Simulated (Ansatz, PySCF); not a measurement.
AlCl, SMILES [Cl][Al] (connectivity only; charge and spin as stated), neutral, multiplicity 1. Atoms are numbered in the order given.

```xyz
2

Al     0.0000     0.0000    -1.2093
Cl     0.0000     0.0000     0.9377
```

The structure is a stationary point at PBE0-D3(BJ)/def2-TZVPD.

Two levels are set side by side: PBE-D3(BJ)/def2-TZVPD (Ansatz, an electronic-structure program) and PBE0-D3(BJ)/def2-TZVPD (Ansatz). Each level has its own optimised geometry; the coordinates shown are those of the second. Frequencies come from the Hessian of PySCF at each geometry. Differences are taken from unrounded values.

```
quantity                            PBE0-D3(BJ)
----------------------------------  -----------
bond Al1–Cl2 (Å)                          2.147
highest harmonic wavenumber (cm⁻¹)          470
mean harmonic wavenumber (cm⁻¹)             470
zero-point energy (kcal/mol)               0.67
```

What does PBE-D3(BJ) give, and how far is it from PBE0-D3(BJ)? (The exact figures need the calculation; the answer reports its results.)


```csv
quantity,PBE-D3(BJ),PBE-D3(BJ) minus PBE0-D3(BJ)
bond Al1–Cl2 (Å),2.165,0.018
highest harmonic wavenumber (cm⁻¹),454,-16
mean harmonic wavenumber (cm⁻¹),454,-16
zero-point energy (kcal/mol),0.65,-0.02
```
